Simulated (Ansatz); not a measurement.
The Ga1–H2 bond of GaH4N (SMILES [NH2][GaH2]) is stretched (multiplicity 1, the rest rigid).
Geometry at rest (charge 0, multiplicity 1):
```xyz
6

Ga     0.0071    -0.1752    -0.3421
H     -1.2916    -0.0769    -1.2036
H      1.3319    -0.9094    -0.7224
N     -0.0268     0.6560     1.2808
H     -0.8205     1.1614     1.6389
H      0.7460     0.6643     1.9262
```

Correlated levels freeze the cores. Filled d and f shells under p-block atoms count as core.

The values were computed with Ansatz (Gaussian orbitals). 

Energies above the point at 1.562 Å (the B3LYP-D3(BJ) bond length), FIC-MRCISD+Q on CASSCF(2,2)/cc-pVTZ (kcal/mol): 6.24 at 1.405 Å; 2.58 at 1.718 Å; 84.94 at 4.997 Å.

Take the last value as the depth D of a Morse curve D(1 − e^(−a(R − R₀)))², fit a and R₀ to the two near points, and test it at 2.108 and 2.733 Å.


With D = 84.9, both near points (counted from the curve's value at 1.562 Å) are met by a = 1.39 Å⁻¹ and R₀ = 1.579 Å, so k = 2Da² = 328 kcal/(mol Å²). The curve then gives 23.0 and 54.2 kcal/mol; the level itself gives 23.6 and 58.4, so Morse is off by -0.6 and -4.2.

Ansatz is a first-principles code.
